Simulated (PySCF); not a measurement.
# Phosphorus: a sound run and one with changed settings

Sound run: P⁺ [Ne] 3s2 3p2, P²⁺ [Ne] 3s2 3p1. All numbers are calculated (PySCF 2.14, no relativity, point nucleus, in pcseg-2 (5s4p2d1f, 34 functions)). In the sound run the correlated levels freeze [Ne]. The sound run starts from symmetry-adapted Hartree-Fock orbitals and uses a fine grid where one is needed.

Changed run: initial guess minao, at most 50 SCF cycles.

| species | method | sound run (hartree) | changed run (hartree) | converged |
| --- | --- | --- | --- | --- |
| P⁺ | UHF | -340.34439 | -340.34439 | yes |
| P⁺ | PBE0 | -340.75380 | -340.75380 | yes |
| P⁺ | CCSD(T) | -340.42493 | -340.42493 | yes |
| P²⁺ | B3LYP | -340.18151 | -340.18151 | yes |
| P²⁺ | MP2 | -339.68520 | -339.68520 | yes |

Here the plain start reaches the same solutions.
